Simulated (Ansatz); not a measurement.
`O[SiH2]C#C[SiH3]` + `N[SiH](O)O` → `O[SiH2]N[SiH](O)O` + `C#C[SiH3]`  (ligand exchange at the Si–C bond)

Computed with Ansatz on PBE0-D4/def2-TZVP structures; ΔE is electronic, products minus reactants. CCSD(T)/CBS is the MP2 limit (def2-TZVPP, def2-QZVPP) plus CCSD(T) − MP2 in def2-TZVPP, frozen cores. This one scheme is used for every species. DFT in def2-TZVPP. Each species was taken in one conformer, which may not be the lowest.

```csv
level,ΔE (kcal/mol)
PBE0-D4,-9.0
PBE,-7.2
MP2/def2-TZVPP,-9.5
HF/def2-QZVPP,-8.6
```

(1) What does CCSD(T)/CBS give? (Best estimate.)

Largest T1 diagnostic among the species: 0.013.

Answers

(1) Computed: -9.7 kcal/mol. The listed levels differ from it by 0.7, 2.5, 0.2, 1.1 kcal/mol.

From PBE to PBE0 (25 % exact exchange), in def2-TZVPP and without D4, ΔE moves by −0.8 kcal/mol. In def2-TZVPP, CCSD(T) changes the Hartree–Fock value by −1.3 kcal/mol (the triples alone add −0.0 kcal/mol) and MP2 by −1.0 kcal/mol. The D4 term adds −1.9 kcal/mol with B3LYP and −1.0 kcal/mol with PBE0; it sums over pairs of atoms, weighted by their polarisabilities, and B3LYP, whose exchange is more repulsive, gets the larger term.

B3LYP here is the variant with VWN-RPA as its local correlation; programs differ in this.
